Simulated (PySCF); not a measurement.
Bonding in `C1=N[C@@H]1C1CCC1`

Compound: C₆H₉N.
SMILES with atom numbers: `[CH:1]1=[N:2][C@@H:3]1[CH:4]1[CH2:5][CH2:6][CH2:7]1` (hydrogens: H8 on C1; H9 on C3; H10 on C4; H11, H12 on C5; H13, H14 on C6; H15, H16 on C7)

Cartesian coordinates in Å at the GFN2-xTB level; atoms count from 1:
```xyz
16
C6H9N angstrom
C      2.6400    0.4214    0.6448
N      2.2603    1.5773    0.3501
C      1.4378    0.4303   -0.1699
C      0.0776    0.1724    0.4167
C     -1.1128    0.8379   -0.3043
C     -1.8241   -0.5214   -0.3715
C     -0.5396   -1.2092    0.1139
H      3.3768   -0.1340    1.1729
H      1.5272    0.2308   -1.2344
H      0.0947    0.3998    1.4849
H     -0.8375    1.2293   -1.2812
H     -1.6234    1.6175    0.2552
H     -2.1772   -0.8234   -1.3551
H     -2.6457   -0.6084    0.3360
H     -0.6500   -1.8740    0.9679
H     -0.0115   -1.7374   -0.6782
```

Bond orders from the PBE0/pcSseg-1 density (PySCF). The structure is a single GFN2-xTB conformer in the gas phase; no vibrational or solvent corrections.

(1) Where do the orders between heavy atoms depart from those drawn in the SMILES?

(2) Set the Mayer orders of the bonds beside their lengths.

Answers

(1) The largest departure is 0.164, at C1–N2 (drawn double, 1.836).

(2) 
```
  bond  drawn as  length (Å)  Mayer order
 C1–N2    double       1.252        1.836
 N2–C3    single       1.504        0.930
 C3–C4    single       1.504        0.956
 C4–C5    single       1.543        0.999
 C5–C6    single       1.536        1.049
 C6–C7    single       1.536        1.048
 C3–C1    single       1.452        0.968
 C7–C4    single       1.543        0.994
 C1–H8    single       1.063        0.983
 C3–H9    single       1.087        0.944
C4–H10    single       1.092        0.938
C5–H11    single       1.088        0.946
C5–H12    single       1.087        0.959
C6–H13    single       1.088        0.958
C6–H14    single       1.088        0.948
C7–H15    single       1.088        0.958
C7–H16    single       1.089        0.946
```

By pair of heavy elements: C–N: lowest N2–C3 (0.930, 1.504 Å), highest C1–N2 (1.836, 1.252 Å). C–C: lowest C3–C4 (0.956, 1.504 Å), highest C5–C6 and C6–C7 (1.049, 1.536 Å); in 8 of the 15 pairs the longer bond (by over 0.003 Å) has the higher order (by 0.02 or more). Bonds named together lie within 0.004.

**Question.** Sum the orders of all bonds at each heavy atom with more than one neighbour and set the sums beside the valence in the SMILES.

**Answer.** C1 3.787 (drawn 4), N2 2.766 (drawn 3), C3 3.798 (drawn 4), C4 3.887 (drawn 4), C5 3.953 (drawn 4), C6 4.003 (drawn 4), C7 3.946 (drawn 4). Orders between atoms that aren't bonded are not in these sums.

The Mayer order sums products of elements of PS (density times overlap matrix) between the two atoms' basis functions, so it depends on the basis set.

The run behind these numbers computed NMR shieldings as well. On one thread of an Arm Neoverse N1 (shared host), this took 30 s and 0.75 GiB of memory at its peak.
